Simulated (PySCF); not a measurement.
**Dipole moment and polarisability of `CO[SiH2]CC(Cl)=C=O`**

C4H7ClO2Si.
Structure used (GFN2-xTB), in Å, numbered top down from 1:
```xyz
15
C4H7ClO2Si angstrom
C     -2.9044   -0.5524    0.1713
O     -1.5578   -0.5186   -0.1931
Si    -0.4121    0.5187    0.2878
C      1.0610   -0.0851   -0.7606
C      2.3569    0.3637   -0.1761
Cl     2.5309    2.0710    0.1665
C      3.3419   -0.4086    0.1627
O      4.2212   -1.1217    0.4465
H     -3.0136   -0.5906    1.2568
H     -3.3508   -1.4443   -0.2691
H     -3.4249    0.3330   -0.1995
H     -0.1416    0.4035    1.7235
H     -0.7551    1.9070   -0.0309
H      0.9741    0.3043   -1.7769
H      1.0700   -1.1717   -0.8308
```

Level: wB97X-D/def2-SVPD (PySCF), static field, nuclei fixed, core orbitals frozen in the response. The polarisability tensor in these axes (au):

```
x   113.60  -7.05   3.80
y    -7.05  92.53  -0.50
z     3.80  -0.50  73.58
```

**Question.** Diagonalise the tensor; give its mean and Δα, where Δα² is half the sum of the squared differences of the eigenvalues.

**Answer.** Principal values 73.23, 90.41 and 116.08 au; mean 93.24 au = 13.82 Å³ = 15.37 × 10⁻⁴⁰ C²·m²/J; Δα = 37.35 au (40 % of the mean).

**Question.** What is the dipole moment, and where does it point?

**Answer.** (-2.65, -0.16, -0.33) D, 2.68 D in size, pointing from the negative to the positive side. Measured along this direction, the outermost atoms are O8 at the negative end and H10 and H11 at the positive end.

**Question.** In a dilute gas of rigid molecules at 298 K, how does the orientational term μ²/3kT compare with the electronic polarisability?

**Answer.** In Gaussian units μ²/3kT = 58.07 Å³ against 13.82 Å³, a ratio of 4.20; the Debye molar polarisation (4π/3)N_A(α + μ²/3kT) is 181.3 cm³/mol, leaving out the vibrational part.

**Question.** What molar refraction does this α imply?

**Answer.** Lorentz–Lorenz: R = (4π/3)N_A α = 2.5225 cm³/(mol·Å³) × 13.82 Å³ = 34.9 cm³/mol, in the limit of long wavelengths.

**Question.** Rayleigh depolarisation ratio (linearly polarised light, static tensor)?

**Answer.** ρ = 3Δα²/(45ᾱ² + 4Δα²) = 4185.1/(391205 + 5580.2) = 0.0105.

**Question.** Sum over states: ᾱ = Σ f/ω², ω in Eh. What share falls to these 8 lowest TDDFT singlets (eV, f)? 2.72, 0.0004; 5.92, 0.0013; 6.28, 0.0013; 6.48, 0.0007; 6.78, 0.0180; 6.97, 0.0047; 7.04, 0.0013; 7.24, 0.0623.

**Answer.** They add up to 1.37 au, 1.5 % of the 93.24 au; the largest single term is 0.88 au, from the state at 7.24 eV. Terms in order: 0.04, 0.03, 0.02, 0.01, 0.29, 0.07, 0.02, 0.88 au. Higher excitations give the rest. The strengths listed sum to 0.090.

**Question.** Find the Langevin capture rate constant for O2+ (31.990 u) meeting this molecule (149.990 u), k = 2.342 × 10⁻⁹ cm³/s × √(α in Å³ / reduced mass in u).

**Answer.** The reduced mass is 26.37 u, so k = 1.70 × 10⁻⁹ cm³/s. The formula leaves out the permanent dipole, which adds to the capture rate.

One conformer (not necessarily the lowest) at the GFN2-xTB geometry, without solvent, vibrations or thermal averaging.

Note: wB97X-D ran without an empirical dispersion term, which enters the total energy and its gradient alone.
